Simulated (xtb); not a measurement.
dimethyl selenide (C₂H₆Se), SMILES C[Se]C. All values are semi-empirical tight-binding results from xtb (GFN2-xTB unless named), good for trends rather than for accurate numbers. Coordinates come from a GFN2-xTB optimisation.

The point group as xtb finds it is C2v, the orbital gap is 4.18 eV and the zero-point energy is 45.1 kcal/mol. The G − E(el) at 298.15 K (modified RRHO) comes out as 27.5 kcal/mol and the static polarisability (D4 model) comes out as 54.5 bohr³. The solvation energy, GFN2-xTB/ALPB(water) is -1.6 kcal/mol. The solvation energy, GFN2-xTB/ALPB(benzene) comes out as -3.4 kcal/mol.
